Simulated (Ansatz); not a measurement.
C2H3BCl2, SMILES `ClB1CC1Cl`, relaxed with RKS PBE-D4/def2-SVP in Ansatz from a rough embedded geometry. The force threshold is 0.03 eV/Å; the program also tests the step.

Total charge 0; spin multiplicity 1.

Start:

```xyz
8

Cl    0.038   -1.639    2.268
B     0.050   -0.574    0.827
C    -0.112    0.835    0.122
C     0.249   -0.207   -0.783
Cl   -1.030   -0.927   -1.765
H     0.681    1.570    0.383
H    -1.182    1.226    0.047
H     1.307   -0.284   -1.100
```

**Question.** How much energy does the relaxation release, and in how many steps? (Best estimate.)

**Answer.** Ansatz gave: 66.68 kJ/mol, in 7 steps.

**Question.** Which bonds change most? (An estimate is asked.)

**Answer.** Ansatz gave: C3–C4 from 1.426 to 1.564 Å; B2–C4 from 1.664 to 1.535 Å; Cl1–B2 from 1.792 to 1.726 Å; B2–C3 from 1.583 to 1.530 Å.

**Question.** Give the relaxed structure. (Estimate.)

**Answer.** Ansatz gave: 
```xyz
8

Cl   -0.081   -1.632    2.142
B     0.101   -0.537    0.820
C    -0.108    0.862    0.235
C     0.278   -0.338   -0.691
Cl   -0.961   -1.019   -1.783
H     0.652    1.662    0.282
H    -1.139    1.258    0.186
H     1.258   -0.257   -1.190
```
